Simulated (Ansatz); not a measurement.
Species: PbBr, charge 0, doublet. PbBr (SMILES [Pb][Br], doublet).
B3LYP-D3(BJ)/def2-TZVP minimum from Ansatz (a first-principles code):
```
Pb
Br 1 2.6381
```
Charge 0, spin multiplicity 2.

Total energies in def2-SVP, 11 correlated electrons, 23 frozen orbitals. UHF or UKS for unpaired electrons; spin-orbit terms are left out. Cores are frozen in correlated methods (noble-gas shells, and filled d and f shells in the p block). Past Kr the def2 sets carry scalar-relativistic core potentials. Spin-orbit terms, left out, reach several kcal/mol for Br and I, and more for heavier atoms. The spin of BrPb ([Br][Pb], doublet) was assumed, and the state is the lowest solution found for it.

```tsv
method	program	energy (Eh)	minus CCSDTQ (mEh)
HF	Ansatz	-2763.99210	183.34
MP2	Ansatz	-2764.15083	24.61
CCSD	Ansatz	-2764.16983	5.61
CCSD(T)	Ansatz	-2764.17445	0.99
CCSDT(Q)	Ansatz	-2764.17548	-0.04
CCSDTQ	Ansatz	-2764.17544	0.00
```

Rough core times of Ansatz's runs on a shared machine: CCSD(T) 20 s, CCSDT(Q) 60 s, CCSDTQ 40 min.
